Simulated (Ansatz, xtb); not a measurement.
**GaGeH3Zn: which of two structures lies lower**

Structure a is a singlet given by its coordinates and structure b is a singlet given by its coordinates. Both are isolated molecules in the gas phase, relaxed with r2SCAN-D4/def2-SVP.

a (Å):

```yaml
atoms:
  - { symbol: Ga, position_ang: [-2.6538, 1.9568, -2.1607] }
  - { symbol: Ge, position_ang: [-0.9885, 0.1332, -1.8471] }
  - { symbol: Zn, position_ang: [-0.4567, -1.5892, -0.2581] }
  - { symbol: H, position_ang: [-0.1139, -2.7026, 0.7692] }
  - { symbol: H, position_ang: [-1.2928, 1.2420, -0.6765] }
  - { symbol: H, position_ang: [-2.6030, -0.1355, -1.7302] }
```

Close contacts (Å): Ga1–Ge2 2.49, Ge2–Zn3 2.40, Ga1–H5 2.14, Ga1–H6 2.14, Ge2–H5 1.64, Ge2–H6 1.64, Zn3–H4 1.55.

b (Å):

```xyz
6

Ga   -1.5778   -1.0422   -1.3304
Ge   -1.1090    1.4048   -1.4725
Zn    0.2791    0.5810    0.2289
H    -0.4711   -2.1348   -1.6377
H    -3.0473   -1.5967   -1.1956
H    -2.1775    1.7614   -0.3512
```

Close contacts (Å): Ga1–Ge2 2.50, Ga1–Zn3 2.92, Ge2–Zn3 2.35, Ga1–H4 1.59, Ga1–H5 1.58, Ge2–H6 1.59.

Q: Estimate E(b) − E(a) at the level CCSD(T)/def2-TZVP.

A: Calculated at CCSD(T)/def2-TZVP: E(b) − E(a) = +4.8 kcal/mol, so structure a lies lower.

The same difference at several levels:

```csv
level,geometry,E(b) − E(a) (kcal/mol),departure from the last row (kcal/mol),"job, with rough time for the two"
r2SCAN-D4/def2-SVP,r2SCAN-D4/def2-SVP,+7.9,+3.1,"optimisation, 74 s"
HF/def2-TZVP,r2SCAN-D4/def2-SVP,+8.1,+3.3,part of the CCSD(T) run
MP2/def2-TZVP,r2SCAN-D4/def2-SVP,+4.1,−0.7,part of the CCSD(T) run
CCSD(T)/def2-TZVP,r2SCAN-D4/def2-SVP,+4.8,,"single point, 4 min"
```

None of the levels shown reverses the order. The largest departure from CCSD(T)/def2-TZVP is that of HF/def2-TZVP, 3.3 kcal/mol. Levels run at GFN2-xTB geometries aren't shown.

With harmonic frequencies from r2SCAN-D4/def2-SVP (ideal gas, rigid rotor, one conformer each, 298.15 K, 1 atm): on the last row, ΔE + ΔZPE = +5.1 kcal/mol. A mode under 50 cm⁻¹ makes harmonic enthalpies and free energies unreliable, so none is given.

The correlated steps freeze 23 core orbitals; the filled d shell of Ga and Ge is correlated; the last core shell of Zn is correlated, in a basis made for valence electrons. Codes used: Ansatz 0.2.0; the last row on 2 threads of Arm Neoverse V2 on a shared host.
